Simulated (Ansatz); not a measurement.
Program: Ansatz 0.2.0.

A structure relaxed at PBE0-D4/def2-TZVP, charge 0, multiplicity 1:

```xyz
11

B     2.039    0.765   -1.567
Sn    0.002    0.129   -0.881
Cl   -1.265    2.109   -0.837
O     0.132   -0.445    0.986
C    -1.028   -0.787    1.704
H     2.936    0.794   -0.785
H     2.199    1.107   -2.696
H    -0.993   -1.010   -1.675
H    -0.723   -1.187    2.676
H    -1.625   -1.558    1.196
H    -1.673    0.082    1.880
```

**Question.** Give its formula and SMILES.

**Answer.** CH6BClOSn, `[BH2][SnH]([Cl])[O]C`.

**Question.** Summarise the bond lengths by kind.

**Answer.** 1 × B–Sn 2.242 Å; 2 × B–H 1.190 to 1.191 Å; 1 × Cl–Sn 2.351 Å; 1 × O–Sn 1.958 Å; 1 × H–Sn 1.709 Å; 1 × C–O 1.406 Å; 3 × C–H 1.094 to 1.099 Å.
